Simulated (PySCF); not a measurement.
HBr.
InChI=1S/BrH/h1H

Method: PySCF, PBE0-D3(BJ)/def2-SVP geometry optimisation, gas phase.

Take the most abundant isotopes and a rigid rotor. 

What are the moment of inertia and the rotational constant?

I = 2.012 u·Å², B = 505379 MHz·u·Å²/I = 251123 MHz (8.3766 cm⁻¹, or 12.052 K as hB/k). For two atoms I = μr² with μ = 0.9951 u and r = 1.4221 Å.

List the first levels of a rigid rotor in a Σ state.

E(J) = BJ(J+1): J = 1: 16.753, J = 2: 50.259, J = 3: 100.519, J = 4: 167.531, J = 5: 251.297, J = 6: 351.815 cm⁻¹.

Where do the first rotational lines fall?

The dipole is 1.08 D; J+1 ← J lies at 2B(J+1): 1 ← 0 at 502.25 GHz, 2 ← 1 at 1004.49 GHz, 3 ← 2 at 1506.74 GHz, 4 ← 3 at 2008.98 GHz, 5 ← 4 at 2511.23 GHz, 6 ← 5 at 3013.47 GHz.

Estimate the classical rotational partition function at 100 K and 500 K.

Point group C∞v, symmetry number σ = 1; q = kT/(σhB), k/h = 20836.6 MHz/K: 8.3 at 100 K, 41.5 at 500 K.

Not checked by PBE0-D3(BJ)/def2-SVP frequencies. No vibrational averaging or centrifugal distortion is included, and the geometry carries the error of its method.

The run took about 1.8 s of CPU time (one thread, shared machine). This is the geometry optimisation.
